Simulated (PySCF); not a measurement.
B(Cl)(SMe)2 (C₂H₆BClS₂), SMILES S(B(SC)Cl)C. Atoms are numbered in the order given.

```xyz
12

B      0.3334     0.0096     0.0000
Cl     1.7714    -1.0346     0.0000
S     -1.3443    -0.6604     0.0000
C     -1.0919    -2.4720     0.0000
H     -0.5377    -2.7893    -0.9027
H     -2.0987    -2.9286     0.0000
H     -0.5377    -2.7893     0.9027
S      0.6274     1.7875     0.0000
C     -1.0647     2.4863     0.0000
H     -1.6208     2.1715    -0.9039
H     -0.9553     3.5864     0.0000
H     -1.6208     2.1715     0.9039
```
Charge 0, spin multiplicity 1.

Geometry: PBE-D3(BJ)/def2-SVP. One conformer was computed; it need not be the lowest.

All values below come from PBE-D3(BJ)/def2-SVP (PySCF).

Frequencies are harmonic and unscaled.

Computed harmonic wavenumbers and intensities:
```
mode  ν (cm⁻¹)  IR (km/mol)  moving atoms (share of kinetic energy)
----  --------  -----------  --------------------------------------
1           74          2.4                  H 58 %, C 24 %, S 16 %
2           93          1.0                  H 68 %, S 17 %, C 13 %
3          110          0.5         S 32 %, C 28 %, H 28 %, Cl 12 %
4          146          0.1                          H 82 %, S 13 %
5          147          1.4         C 48 %, H 21 %, S 17 %, Cl 10 %
6          184          1.5         Cl 39 %, C 34 %, H 15 %, S 11 %
7          262          0.9         S 42 %, C 25 %, Cl 19 %, H 11 %
8          310          2.2         S 48 %, C 18 %, Cl 17 %, H 12 %
9          406          0.8                                  B 90 %
10         440          1.2                         S 65 %, Cl 31 %
11         700          1.3                  C 57 %, S 32 %, H 10 %
12         704          1.5                  C 57 %, S 33 %, H 10 %
13         916        104.4                          B 42 %, H 42 %
14         925          0.0                          H 84 %, C 15 %
15         927          8.0                          H 83 %, C 15 %
16         928         80.4                  H 59 %, B 24 %, C 12 %
17         969         98.5                  B 47 %, H 35 %, C 10 %
18         980         91.1                  B 56 %, H 25 %, S 12 %
19        1279          2.4                          H 86 %, C 13 %
20        1284          4.7                          H 86 %, C 13 %
21        1391          2.4                                  H 96 %
22        1393         20.4                                  H 96 %
23        1394         16.4                                  H 96 %
24        1399         18.0                                  H 96 %
25        2985         11.4                                  H 98 %
26        2994         13.6                                  H 98 %
27        3092          1.8                          H 90 %, C 10 %
28        3107          1.4                          H 90 %, C 10 %
29        3108          1.4                          H 90 %, C 10 %
30        3112          1.3                          H 90 %, C 10 %
```
